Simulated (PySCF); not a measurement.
Correlation energy of C²⁺ (carbon, charge +2)

[He] 2s2, closed-shell 1S. Computed with PySCF 2.14 in cc-pVTZ-DK (4s3p2d1f, 30 functions), with scalar relativity by spin-free X2C-1e. Frozen: 1s2; 2 electrons correlated.

Total MP2 correlation energy: -42.99 mhartree.

Same-spin part 0.00 and opposite-spin part -42.99 mhartree; SCS-MP2 scales them by 1/3 and 6/5 to -51.59 mhartree.

With two correlated electrons CCSD is exact within the correlated space (frozen core and kept virtual orbitals).

```json
{"level": "CCSD", "correlation energy (mhartree)": "-72.84"}
```

Diagnostics: T1 = 0.0085, D1 = 0.0120, largest double amplitude 0.155.

A double-excitation amplitude exceeds 0.15, a sign of near-degeneracy.

Cost of the coupled-cluster step: 0.08 s of wall time on 1 thread of Neoverse-V1 (shared host), for 2 correlated electrons.
